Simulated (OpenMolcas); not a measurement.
Mn2+ in a point-charge field

Mn2+ among 6 point charges of -1.3 e arranged as an octahedron (Oh), 1.84 Å from the ion.

```yaml
Program: OpenMolcas
Method: "SS-CASPT2, IPEA 0.25 Eh, imaginary shift 0.1 Eh (closed shells correlated: 3s 3p)"
Basis: ANO-RCC-VTZP [6s5p3d2f1g]
Scalar_Hamiltonian: DKH2, point nucleus
Active_space: 5 electrons in 5 orbitals (3d)
State_averaging: 2S+1 = 6 even, 1 root; 2S+1 = 4 even, 24 roots; 2S+1 = 2 even, 75 roots
Spin-orbit_coupling: RASSI with atomic mean-field integrals over the reference wave functions
```

The lowest spin-free states (labels of O, the rotations of Oh), above the lowest:

| State | Degeneracy | E (cm-1) | Free-ion L (%) |
| --- | --- | --- | --- |
| 6A1 | 1 | 0 | S (100) |
| 4T1 | 3 | 23540 | G (71) |
| 4T2 | 3 | 25670 | G (97) |
| 4E | 2 | 26930 | G (99) |
| 4A1 | 1 | 27580 | G (100) |
| 4T2 | 3 | 30730 | D (93) |
| 4E | 2 | 32980 | D (99) |
| 2T2 | 3 | 33980 | I (59) |
| 4T1 | 3 | 35040 | P (71) |
| 2A2 | 1 | 35530 | I (77) |
| 2T2 | 3 | 36580 | I (83) |
| 2T1 | 3 | 36800 | I (82) |
| 2E | 2 | 37790 | I (92) |
| 2A1 | 1 | 39640 | I (100) |
| 2T2 | 3 | 39870 | D (44) |
| 2E | 2 | 39940 | D (72) |
| 2T1 | 3 | 41710 | F (65) |
| 4T1 | 3 | 43920 | F (97) |
| 2T2 | 3 | 44770 | G (29) |
| 4A2 | 1 | 46140 | F (100) |

The lowest levels with spin-orbit coupling:

```tsv
E (cm-1)	Degeneracy	Label	2S+1	g
0	6		6	
23500	2	Γ7	4	2.37 2.37 2.37
23510	4	Γ8	4	
23550	4	Γ8	4	
23580	2	Γ6	4	2.90 2.90 2.90
25570	2	Γ7	4	1.73 1.73 1.73
25630	4	Γ8	4	
25720	2	Γ6	4	3.74 3.74 3.74
25720	4	Γ8	4	
26930	2	Γ7	4	2.09 2.09 2.09
26930	4	Γ8	4	
26940	2	Γ6	4	1.86 1.86 1.86
27580	4	Γ8	4	
30590	4	Γ8	4	
30610	2	Γ6	4	1.55 1.55 1.55
30800	4	Γ8	4	
30930	2	Γ7	4	3.94 3.94 3.94
32920	2	Γ7	4	1.98 1.98 1.98
32950	4	Γ8	4	
32980	2	Γ6	4	1.87 1.87 1.87
```

Powder χT (cm3 K/mol): 4.39 at 2 K, 4.39 at 10 K, 4.39 at 50 K, 4.39 at 100 K, 4.39 at 200 K, 4.39 at 300 K. The effective moment at 300 K is 2.828 √(χT) = 5.92 μB.

The lowest level has 2S+1 = 6, for which the spin-only value is χT = S(S+1) / 2 = 4.375 cm3 K/mol (g = 2). The computed 4.386 at 300 K differs by +0.011, little more than the free-electron g of 2.0023 accounts for.

Roots that are degenerate in the reference are averaged as groups; the widest CASPT2 spread within a group is 250 cm-1 (the 3-fold group of multiplicity 4 near 23500 cm-1 above the lowest state of its run). Shifts and gaps below about the spread of the groups concerned are not significant. Free-ion shares, where given, are those of the reference states; single-state CASPT2 does not remix them. This is an electrostatic model: the charges have no orbitals. No measured value stands beside these numbers.
